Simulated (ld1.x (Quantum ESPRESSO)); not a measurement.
**Building the TM potential for Sc (Z = 21) (PW91, scalar-relativistic).**

ld1.x (Quantum ESPRESSO) 7.5 was run on this input:

```
&input
   title='Sc', zed=21., rel=1, dft='PW91', iswitch=3,
   config='[Ar] 3d1 4s1.5 4p0',
   nld=3, rlderiv=4.50, eminld=-3.0, emaxld=5.0, deld=0.02
 /
 &inputp
   pseudotype=2, tm=.true., lloc=2,
   nlcc=.true., rcore=1.10,
   file_pseudopw='Sc.UPF', file_wfcaegen='ae.wfc', file_wfcncgen='nc.wfc', file_beta='beta', file_chi='chi'
 /
3
4S  1  0   1.50   0.00  2.80  2.80  0.0
4P  2  1   0.00   0.00  4.15  4.15  0.0
3D  3  2   1.00   0.00  2.15  2.15  0.0
 &test
   configts(1)='3d1 4s1.5 4p0'
 /
```

Command:

```bash
ld1.x < Sc.in > Sc.out
```

Output (shortened: banner, matrices, multipoles, cross overlaps and the repeated all-electron block are left out):

```
Program LD1 v.7.5
     --------------------------- All-electron run ----------------------------

     Sc
     scalar relativistic calculation

     atomic number is 21.00
     dft =PW91   lsd =0 sic =0 latt =0  beta=0.20 tr2=1.0E-14
     Exchange-correlation= PW91
                           (   1   4   2   2   0   0   0)
     mesh =1173 r(mesh) = 100.03074 a.u. xmin = -7.00 dx = 0.01250
     1 Ry =  13.60569312 eV, c = 137.03599908

     n l     nl                  e(Ry)          e(Ha)          e(eV)
     1 0     1S 1( 2.00)      -323.5371      -161.7685     -4401.9460
     2 0     2S 1( 2.00)       -35.1164       -17.5582      -477.7826
     2 1     2P 1( 6.00)       -28.8015       -14.4007      -391.8639
     3 0     3S 1( 2.00)        -4.2906        -2.1453       -58.3772
     3 1     3P 1( 6.00)        -2.7191        -1.3595       -36.9947
     3 2     3D 1( 1.00)        -0.4778        -0.2389        -6.5014
     4 0     4S 1( 1.50)        -0.5079        -0.2539        -6.9101
     4 1     4P 1( 0.00)        -0.2818        -0.1409        -3.8342

     final scf error:  4.4E-15 reached in  28 iterations

     Etot =   -1528.395408 Ry,    -764.197704 Ha,  -20794.878888 eV

     Ekin =    1539.974650 Ry,     769.987325 Ha,   20952.422503 eV
     Encl =   -3625.400018 Ry,   -1812.700009 Ha,  -49326.080092 eV
     Eh   =     635.126158 Ry,     317.563079 Ha,    8641.331602 eV
     Exc  =     -78.096198 Ry,     -39.048099 Ha,   -1062.552902 eV

     normalization and overlap integrals

     s(1S/1S) =  1.000000  <r> =   0.0730  <r2> =    0.0072  r(max) =   0.0476
     s(2S/2S) =  1.000000  <r> =   0.3436  <r2> =    0.1397  r(max) =   0.2845
     s(2P/2P) =  1.000000  <r> =   0.3076  <r2> =    0.1169  r(max) =   0.2329
     s(3S/3S) =  1.000000  <r> =   1.0748  <r2> =    1.3331  r(max) =   0.9213
     s(3P/3P) =  1.000000  <r> =   1.1679  <r2> =    1.6084  r(max) =   0.9685
     s(3D/3D) =  1.000000  <r> =   1.7741  <r2> =    4.2189  r(max) =   1.0974
     s(4S/4S) =  1.000000  <r> =   3.5252  <r2> =   14.1997  r(max) =   3.0207
     s(4P/4P) =  1.000000  <r> =   4.5158  <r2> =   23.4661  r(max) =   3.7359

     ------------------------ End of All-electron run ------------------------

     --------------------- Generating NC pseudopotential ---------------------

      Generating local pot.: lloc=2, matching radius rcloc =   2.1500

      Computing core charge for nlcc:

       r > 1.11 : true rho core
       r < 1.11 : rho core = a sin(br)/r    a=   9.29  b=   2.08

      Integrated core pseudo-charge :   8.74

      Wfc   4S  rcut= 2.802  Using Troullier-Martins method

      Wfc   4P  rcut= 4.181  Using Troullier-Martins method

     ------------------- End of pseudopotential generation -------------------

     Computing logarithmic derivative in   4.47832
     Computing logarithmic derivative in   4.47832
     Computing the partial wave expansion
     R is outside the sphere for l=    0 j= 0.00
     R is outside the sphere for l=    1 j= 0.00
       no projector for channel:   2

     ---------------------- Testing the pseudopotential ----------------------

     Sc
     scalar relativistic calculation

     atomic number is 21.00   valence charge is  3.00
     dft =PW91   lsd =0 sic =0 latt =0  beta=0.20 tr2=1.0E-14
     mesh =1173 r(mesh) = 100.03074 xmin = -7.00 dx = 0.01250

     n l     nl             e AE (Ry)        e PS (Ry)    De AE-PS (Ry)
     3 2     3D   1( 1.00)       -0.47784       -0.47784        0.00000
     1 0     4S   1( 1.50)       -0.50789       -0.50789        0.00000
     2 1     4P   1( 0.00)       -0.28181       -0.28181        0.00000

     eps = 7.5E-16  iter = 14

     Etot =   -1528.395408 Ry,    -764.197704 Ha,  -20794.878888 eV
     Etotps =   -14.632360 Ry,      -7.316180 Ha,    -199.083403 eV

     Ekin =       5.099634 Ry,       2.549817 Ha,      69.384054 eV
     Encl =      -8.970614 Ry,      -4.485307 Ha,    -122.051417 eV
     Ehrt =       2.009540 Ry,       1.004770 Ha,      27.341187 eV
     Ecxc =     -13.226218 Ry,      -6.613109 Ha,    -179.951858 eV
     (Ecc =     -11.512930 Ry,      -5.756465 Ha,    -156.641390 eV)
     Epseu=       0.455297 Ry,       0.227648 Ha,       6.194631 eV

     ---------------------- End of pseudopotential test ----------------------
```

Note: ghost states, extra bound levels that the all-electron valence spectrum of the same l lacks: s at -98.1 eV, p at -33.6 eV. A true bound ghost makes a file unfit for plane-wave use.

Generation and configuration tests took about 1.8 s on one core of a shared server CPU.

Transferability test of the new file with ld1.x, input:

```
&input
   title='Sc', zed=21., rel=1, dft='PW91', iswitch=2,
   config='[Ar] 3d1 4s1.5 4p0'
 /
 &test
   file_pseudo='Sc.UPF', nconf=8,
   configts(1)='3d1 4s1.5 4p0',
   configts(2)='3d1 4s2 4p0',
   configts(3)='3d1 4s1 4p0',
   configts(4)='3d1 4s0 4p0',
   configts(5)='3d0 4s2 4p1',
   configts(6)='3d2 4s1 4p0',
   configts(7)='3d0 4s2 4p0',
   configts(8)='3d1 4s0 4p1'
 /
```

```bash
ld1.x < Sc.test.in > Sc.test.out
```

Pseudopotential blocks of its output, shortened (energy terms left out; the distinct warnings before each block abridged to one line each):

```
     ---------------------- Testing the pseudopotential ----------------------

     n l     nl             e AE (Ry)        e PS (Ry)    De AE-PS (Ry)
     3 2     3D   1( 1.00)       -0.47784       -0.47784        0.00000
     1 0     4S   1( 1.50)       -0.50789       -0.50789        0.00000
     2 1     4P   1( 0.00)       -0.28181       -0.28181        0.00000

     eps = 1.1E-15  iter = 14

     Etot =   -1528.395408 Ry,    -764.197704 Ha,  -20794.878889 eV
     Etotps =   -14.632360 Ry,      -7.316180 Ha,    -199.083403 eV

     ---------------------- End of pseudopotential test ----------------------

          ---------------------- Testing the pseudopotential ----------------------

     n l     nl             e AE (Ry)        e PS (Ry)    De AE-PS (Ry)
     3 2     3D   1( 1.00)       -0.24189       -0.24332        0.00143
     1 0     4S   1( 2.00)       -0.31006       -0.31001       -0.00005
     2 1     4P   1( 0.00)       -0.11026       -0.11022       -0.00004

     eps = 4.8E-15  iter = 14

     Etot =   -1528.599278 Ry,    -764.299639 Ha,  -20797.652690 eV
     Etotps =   -14.836228 Ry,      -7.418114 Ha,    -201.857166 eV
     dEtot_ae =      -0.203871 Ry
     dEtot_ps =      -0.203868 Ry,   Delta E=      -0.000003 Ry

     ---------------------- End of pseudopotential test ----------------------

          ---------------------- Testing the pseudopotential ----------------------

     n l     nl             e AE (Ry)        e PS (Ry)    De AE-PS (Ry)
     3 2     3D   1( 1.00)       -0.73776       -0.73658       -0.00118
     1 0     4S   1( 1.00)       -0.71745       -0.71776        0.00030
     2 1     4P   1( 0.00)       -0.46708       -0.46728        0.00020

     eps = 7.3E-15  iter = 12

     Etot =   -1528.089476 Ry,    -764.044738 Ha,  -20790.716473 eV
     Etotps =   -14.326353 Ry,      -7.163177 Ha,    -194.919964 eV
     dEtot_ae =       0.305932 Ry
     dEtot_ps =       0.306007 Ry,   Delta E=      -0.000075 Ry

     ---------------------- End of pseudopotential test ----------------------

          Warning: n=2, l=1 expected 0 nodes, found 1
     ---------------------- Testing the pseudopotential ----------------------

     n l     nl             e AE (Ry)        e PS (Ry)    De AE-PS (Ry)
     3 2     3D   1( 1.00)       -1.32382       -1.32544        0.00162
     1 0     4S   1( 0.00)       -1.18353       -1.18641        0.00288
     2 1     4P   1( 0.00)       -0.88320       -0.96780        0.08460  !

     eps = 2.1E-16  iter = 12

     Etot =   -1527.149824 Ry,    -763.574912 Ha,  -20777.931857 eV
     Etotps =   -13.385030 Ry,      -6.692515 Ha,    -182.112609 eV
     dEtot_ae =       1.245584 Ry
     dEtot_ps =       1.247330 Ry,   Delta E=      -0.001747 Ry

     ---------------------- End of pseudopotential test ----------------------

          BEWARE! Errors in PS-KS equations
     Warning: n=1, l=0 expected 0 nodes, found 1
     Warning: n=3, l=2 expected 0 nodes, found 1
     ---------------------- Testing the pseudopotential ----------------------

     n l     nl             e AE (Ry)        e PS (Ry)    De AE-PS (Ry)
     3 2     3D   1( 0.00)       -0.58673       -0.58673        0.00000
     1 0     4S   1( 2.00)       -0.43284       -0.52089        0.08805  !
     2 1     4P   1( 1.00)       -0.18686       -0.18686        0.00000

     eps = 1.5E-27  iter =  6

     Etot =   -1528.341725 Ry,    -764.170862 Ha,  -20794.148494 eV
     Etotps =   -12.741569 Ry,      -6.370784 Ha,    -173.357874 eV
     dEtot_ae =       0.053683 Ry
     dEtot_ps =       1.890792 Ry,   Delta E=      -1.837109 Ry

     ---------------------- End of pseudopotential test ----------------------

          ---------------------- Testing the pseudopotential ----------------------

     n l     nl             e AE (Ry)        e PS (Ry)    De AE-PS (Ry)
     3 2     3D   1( 2.00)       -0.10327       -0.09741       -0.00586  !
     1 0     4S   1( 1.00)       -0.26358       -0.27093        0.00735  !
     2 1     4P   1( 0.00)       -0.08892       -0.09427        0.00535  !

     eps = 7.1E-15  iter = 20

     Etot =   -1528.477907 Ry,    -764.238954 Ha,  -20796.001353 eV
     Etotps =   -14.706290 Ry,      -7.353145 Ha,    -200.089275 eV
     dEtot_ae =      -0.082500 Ry
     dEtot_ps =      -0.073930 Ry,   Delta E=      -0.008569 Ry

     ---------------------- End of pseudopotential test ----------------------

          ---------------------- Testing the pseudopotential ----------------------

     n l     nl             e AE (Ry)        e PS (Ry)    De AE-PS (Ry)
     3 2     3D   1( 0.00)       -1.04940       -1.09982        0.05042  !
     1 0     4S   1( 2.00)       -0.83453       -0.83354       -0.00099
     2 1     4P   1( 0.00)       -0.55101       -0.55101        0.00000

     eps = 4.3E-15  iter = 13

     Etot =   -1527.977929 Ry,    -763.988965 Ha,  -20789.198801 eV
     Etotps =   -14.191389 Ry,      -7.095694 Ha,    -193.083680 eV
     dEtot_ae =       0.417479 Ry
     dEtot_ps =       0.440972 Ry,   Delta E=      -0.023493 Ry

     ---------------------- End of pseudopotential test ----------------------

          ---------------------- Testing the pseudopotential ----------------------

     n l     nl             e AE (Ry)        e PS (Ry)    De AE-PS (Ry)
     3 2     3D   1( 1.00)       -0.81463       -0.81810        0.00347
     1 0     4S   1( 0.00)       -0.76311       -0.76420        0.00110
     2 1     4P   1( 1.00)       -0.50959       -0.50980        0.00021

     eps = 5.5E-16  iter = 14

     Etot =   -1527.837142 Ry,    -763.918571 Ha,  -20787.283298 eV
     Etotps =   -14.073544 Ry,      -7.036772 Ha,    -191.480319 eV
     dEtot_ae =       0.558266 Ry
     dEtot_ps =       0.558816 Ry,   Delta E=      -0.000551 Ry

     ---------------------- End of pseudopotential test ----------------------
```
